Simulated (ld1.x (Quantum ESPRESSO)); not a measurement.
# Before and after: ultrasoft potential for gallium

```
Element                 : Ga (Z = 31)
Generator               : ld1.x (Quantum ESPRESSO) 7.5
Type                    : ultrasoft
Functional              : PBE
Relativity              : fully relativistic
Frozen core             : [Ar]
Valence charge          : 13
Reference configuration : 3d10 4s1 4p2
Partial waves           : 4s (bound): rcut 1.95, rcutus 2.05 bohr; 4s channel at -0.25 Ry: rcut 1.95, rcutus 2.05 bohr; 4p (bound): rcut 1.75, rcutus 2.10 bohr; 4p channel at 2.05 Ry: rcut 1.75, rcutus 2.10 bohr; 3d (bound): rcut 1.30, rcutus 1.60 bohr; 3d channel at -1 Ry: rcut 1.30, rcutus 1.60 bohr
Local potential         : all-electron potential smoothed inside 1.75 bohr (lloc = -1)
Core correction         : Bessel-smoothed model core, default radius (core density twice the valence density)
Augmentation charge     : PSQ, inside the norm-conserving radii
```

Open shells are filled in proportion to 2j + 1 (rel_dist='average').

Change: core [Ar] 3d10, valence charge 3; reference 4s2 4p1; waves now 4s (bound): rcut 1.45, rcutus 1.55 bohr; 4s channel at -0.25 Ry: rcut 1.45, rcutus 1.55 bohr; 4p (bound): rcut 1.70, rcutus 2.35 bohr; 4p channel at 2.05 Ry: rcut 1.70, rcutus 2.35 bohr; local potential all-electron potential smoothed inside 2.15 bohr (lloc = -2); core correction Bessel-smoothed model core inside 1.10 bohr.

Cutoffs: the cutoffs (Ry, on a coarse ladder) from which the occupation-weighted sum of valence levels, in a spherical-Bessel basis at the reference potential, stays within 10 and 1 mRy of its value at 400 Ry; they do not see the model core or the augmentation charge, which bear on the density cutoff. Errors are all-electron minus pseudo energies relative to the spin-unpolarised reference configuration.

What does the change do?

The potential gets softer (45 Ry and 70 Ry → 15 Ry and 18 Ry); neither file shows a bound ghost. The shells moved into the core no longer need plane waves of their own. Several settings change at once here, so the effects cannot be laid on one of them.

| quantity | base | changed |
| --- | --- | --- |
| cutoff, loose | 45 Ry | 15 Ry |
| cutoff, tight | 70 Ry | 18 Ry |
| bound ghosts | none | none |
| largest error over its own tests, meV | -218 | -199 |
| lowest overlap eigenvalue by channel | s 0.37, p1/2 0.61, p3/2 0.61, d3/2 0.92, d5/2 1.00 | s 0.59, p1/2 0.68, p3/2 0.68 |
